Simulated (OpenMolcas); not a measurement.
**Mn3+ in a point-charge field**

Mn3+ among 6 point charges of -2 e arranged as a trigonal prism (D3h), 1.66 Å from the ion, with a polar angle of 45.2° against the regular 49.1°. The active orbitals were held to one l.

```json
{
  "Program": "OpenMolcas 26.06",
  "Method": "CASSCF",
  "Basis": "ANO-RCC-VDZP [5s4p2d1f]",
  "Scalar Hamiltonian": "DKH2, point nucleus",
  "Active space": "4 electrons in 5 orbitals (3d)",
  "State averaging": "2S+1 = 5 even, 5 roots; 2S+1 = 3 even, 45 roots; 2S+1 = 1 even, 50 roots",
  "Spin-orbit coupling": "state interaction with AMFI integrals over the reference wave functions"
}
```

The lowest spin-free states (labels of D3, the rotations of D3h), above the lowest:

```json
{"State": "5E", "Degeneracy": "2", "E (cm-1)": "0.0", "Free-ion L (%)": "D (100)"}
{"State": "5A1", "Degeneracy": "1", "E (cm-1)": "1899", "Free-ion L (%)": "D (100)"}
{"State": "5E", "Degeneracy": "2", "E (cm-1)": "14982", "Free-ion L (%)": "D (100)"}
{"State": "3E", "Degeneracy": "2", "E (cm-1)": "17908", "Free-ion L (%)": "G (42)"}
{"State": "2S+1 = 3", "Degeneracy": "2", "E (cm-1)": "21523", "Free-ion L (%)": "H (49)"}
{"State": "3E", "Degeneracy": "2", "E (cm-1)": "22542", "Free-ion L (%)": "H (100)"}
{"State": "3E", "Degeneracy": "2", "E (cm-1)": "23261", "Free-ion L (%)": "F (38)"}
{"State": "3A2", "Degeneracy": "1", "E (cm-1)": "23266", "Free-ion L (%)": "H (56)"}
{"State": "3E", "Degeneracy": "2", "E (cm-1)": "25592", "Free-ion L (%)": "H (51)"}
{"State": "3E", "Degeneracy": "2", "E (cm-1)": "26323", "Free-ion L (%)": "H (77)"}
{"State": "3E", "Degeneracy": "2", "E (cm-1)": "27881", "Free-ion L (%)": "P (58)"}
{"State": "3A2", "Degeneracy": "1", "E (cm-1)": "29965", "Free-ion L (%)": "P (57)"}
{"State": "2S+1 = 3", "Degeneracy": "2", "E (cm-1)": "30802", "Free-ion L (%)": "F (98)"}
{"State": "3E", "Degeneracy": "2", "E (cm-1)": "30872", "Free-ion L (%)": "F (51)"}
{"State": "1A1", "Degeneracy": "1", "E (cm-1)": "32066", "Free-ion L (%)": "G (84)"}
{"State": "1E", "Degeneracy": "2", "E (cm-1)": "32855", "Free-ion L (%)": "I (74)"}
{"State": "3A1", "Degeneracy": "1", "E (cm-1)": "33381", "Free-ion L (%)": "G (80)"}
{"State": "1E", "Degeneracy": "2", "E (cm-1)": "34332", "Free-ion L (%)": "I (100)"}
{"State": "1E", "Degeneracy": "2", "E (cm-1)": "34484", "Free-ion L (%)": "D (32)"}
{"State": "1E", "Degeneracy": "2", "E (cm-1)": "35382", "Free-ion L (%)": "G (85)"}
```

The lowest levels with spin-orbit coupling:

| E (cm-1) | Degeneracy | Label | 2S+1 | g |
| --- | --- | --- | --- | --- |
| 0.0 | 2 | E | 5 | 0.00 0.00 5.82 |
| 41.9 | 1 | A1 | 5 |  |
| 135.9 | 1 | A2 | 5 |  |
| 193.9 | 2 | E | 5 | 0.00 0.00 2.21 |
| 299.9 | 2 | E | 5 | 0.00 0.00 6.04 |
| 433.9 | 2 |  | 5 | 0.00 0.00 10.01 |
| 2166 | 2 | E | 5 | 0.00 0.00 7.97 |
| 2202 | 2 | E | 5 | 0.00 0.00 3.99 |
| 2214 | 1 | A1 | 5 |  |
| 14847 | 1 | A1 | 5 |  |
| 14847 | 1 | A2 | 5 |  |
| 15038 | 2 | E | 5 |  |
| 15221 | 2 | E | 5 | 0.00 0.00 4.00 |
| 15396 | 2 |  | 5 | 0.00 0.00 8.00 |
| 15563 | 2 | E | 5 | 0.00 0.00 12.01 |
| 17789 | 2 |  | 3 | 0.00 0.00 7.98 |
| 18086 | 2 | E | 3 | 0.00 0.00 3.99 |
| 18453 | 2 | E | 3 | 0.00 0.00 0.01 |
| 21589 | 2 | E | 3 | 0.00 0.00 9.99 |
| 21774 | 2 |  | 3 | 0.00 0.00 6.01 |

Powder χT (cm3 K/mol): 1.1 at 2 K, 1.29 at 10 K, 1.7 at 50 K, 1.9 at 100 K, 2.22 at 200 K, 2.42 at 300 K. The effective moment at 300 K is 2.828 √(χT) = 4.40 μB.

The lowest level has 2S+1 = 5, for which the spin-only value is χT = S(S+1) / 2 = 3.000 cm3 K/mol (g = 2). The computed 2.419 at 300 K differs by -0.581, through orbital momentum, spin-orbit coupling and any other state in reach.

An orbital doublet at a regular site is open to a Jahn-Teller distortion, which this geometry leaves out. Without dynamic correlation the repulsion within the d shell is too large (B by tens of per cent), so at a given field states of lower spin stand too high. Point charges carry no covalency, so the field is a model and not that of real ligands. An unlabelled pair can be two single states that coincide in this model. No measured value stands beside these numbers.

A state without a sure symmetry label is named by its multiplicity alone. With an even number of electrons the g values are those of a degenerate or nearly degenerate non-Kramers pair.
